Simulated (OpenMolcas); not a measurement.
# Lines of Fe I: computed and rescaled rates

```json
{
  "Program": "OpenMolcas",
  "Method": "MS-CASPT2, IPEA 0.25 Eh, imaginary shift 0.1 Eh (closed shells correlated: 3s 3p)",
  "Basis": "ANO-RCC-VTZP [6s5p3d2f1g]",
  "Scalar Hamiltonian": "DKH2, point nucleus",
  "Active space": "8 electrons in 6 orbitals (3d 4s)",
  "State averaging": "2S+1 = 5 even, 15 roots; 2S+1 = 3 even, 73 roots kept (CI in the orbitals of an earlier block); 2S+1 = 1 even, 45 roots kept (CI in the orbitals of an earlier block)",
  "Spin-orbit coupling": "RASSI with atomic mean-field integrals over the reference wave functions, term energies averaged over their components"
}
```

Rates come from the transition moments of the reference wave functions (E1 and E2 in the length form). At fixed line strength A goes as λ^-3 for E1 and M1 and as λ^-5 for E2, so a rate at the computed wavelength can be rescaled to the measured one. Measured vacuum wavelengths follow from level energies in NIST Handbook of Basic Atomic Spectroscopic Data. Branching counts decays inside the model space alone, at computed energies, and the table is only a selection of the E2 and M1 lines, drawn from those between levels with measured partners whose computed energy lies within a factor of 1.5 of the measured one.

```json
{"Upper": "3d6 4s2 5D0", "Lower": "3d6 4s2 5D1", "Type": "M1", "λ computed (nm)": "113100", "λ measured (nm)": "111200", "A computed (s-1)": "1.12e-04", "A rescaled (s-1)": "1.18e-04", "Branching %": "100.0"}
{"Upper": "3d6 4s2 5D1", "Lower": "3d6 4s2 5D2", "Type": "M1", "λ computed (nm)": "55810", "λ measured (nm)": "54310", "A computed (s-1)": "5.45e-04", "A rescaled (s-1)": "5.91e-04", "Branching %": "100.0"}
{"Upper": "3d6 4s2 5D2", "Lower": "3d6 4s2 5D3", "Type": "M1", "λ computed (nm)": "36220", "λ measured (nm)": "34710", "A computed (s-1)": "1.37e-03", "A rescaled (s-1)": "1.56e-03", "Branching %": "100.0"}
{"Upper": "3d6 4s2 5D3", "Lower": "3d6 4s2 5D4", "Type": "M1", "λ computed (nm)": "25880", "λ measured (nm)": "24040", "A computed (s-1)": "2.01e-03", "A rescaled (s-1)": "2.51e-03", "Branching %": "100.0"}
{"Upper": "3d6 4s2 3P2", "Lower": "3d6 4s2 5D3", "Type": "M1", "λ computed (nm)": "493.7", "λ measured (nm)": "556.7", "A computed (s-1)": "3.44e-01", "A rescaled (s-1)": "", "Branching %": "91.8"}
{"Upper": "3d7 4s 5P2", "Lower": "3d6 4s2 5D4", "Type": "E2", "λ computed (nm)": "376.1", "λ measured (nm)": "564.1", "A computed (s-1)": "2.53e+00", "A rescaled (s-1)": "3.33e-01", "Branching %": "51.5"}
```

Spin-changing lines and M1 lines between different terms are not rescaled, since their strength hangs on the term gaps too.

The largest correction is for 3d7 4s 5P2 → 3d6 4s2 5D4 (E2): 2.53e+00 × (376.1 / 564.1)^5 = 3.33e-01 s-1, a factor of 0.13.

The computed rate and branching of 3d6 4s2 5D3 → 3d6 4s2 5D4 give the upper level a radiative lifetime of 1.000 / 2.01e-03 s-1 = 4.98e+02 s, counting decays inside the model space alone. The rescaled rate gives about 4.0e+02 s.

The computed order of these levels differs from the measured one in 1 place, and where term gaps are wrong the rates of spin-changing lines can be off by large factors.

No measured rate stands beside these. Rescaling mends the energy factor alone: line strengths can still be far off where a level mixes with configurations outside the active space, and weak or spin-changing lines hang on small mixing coefficients that depend on the term gaps too, so rescaling need not improve them.

CASPT2 breaks the degeneracy within a term, and the mean is taken; among the terms shown or strongly mixed into the levels shown the widest spread is 13 cm-1 (3d6 4s2 5D). Over all roots computed the reference weight is 0.85 to 0.90; the roots of lowest weight are the least certain, and an intruder state may touch them. Blocks of more than 70 roots (2S+1 = 3 even) ran without multistate coupling. Terms from blocks run as CI alone lack orbitals of their own. Configurations are named by rounded mean occupations; where the s occupation lies near a half they are strongly mixed, a name can repeat and a true partner stay unpaired. A single d shell beside an s shell can misplace configurations of different d count against each other. Measured partners are found by configuration, term and J. A level has none where our copy of the source lacks it or the pairing is in doubt (some pairs that miss far off the trend of their configuration count as doubtful). Only configurations of the active space appear.
